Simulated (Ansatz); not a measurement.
Input file for Ansatz (an electronic-structure program): R-CCSD(T)/def2-TZVPP on CH3FSn (SMILES [CH3][Sn][F]), a point of a torsion scan. Elements past Kr take the def2 small-core potentials; no spin–orbit coupling. The run froze 11 orbitals, filled d shells among them.

Ansatz 0.2 input:
```yaml
crystal:
  periodic: [false, false, false]
  atoms:
    - {symbol: C, position_ang: [-0.67595678, 0.00978340, -0.00466399]}
    - {symbol: Sn, position_ang: [1.34574403, 1.04229865, -0.07142790]}
    - {symbol: F, position_ang: [1.79906879, 0.64663561, 1.90224723]}
    - {symbol: H, position_ang: [-0.84602848, -0.39116193, 0.99685183]}
    - {symbol: H, position_ang: [-1.49957491, 0.69247136, -0.23493677]}
    - {symbol: H, position_ang: [-0.74168163, -0.82209876, -0.71253356]}
basis:
  gaussian:
    orbitals: def2-TZVPP
magnetization: {spin_polarized: false}
correlation: {method: ccsd_t, electrons: outside_noble_gas}
scf: {lower_state_search: off}
```

**Question.** Predict the final total energy.

**Answer.** -353.0494 hartree (reference determinant -352.4875, T1 diagnostic 0.016).

**Question.** How many basis functions does it have, and what does it roughly cost on one machine?

**Answer.** 154 functions; very roughly 19 core-seconds.
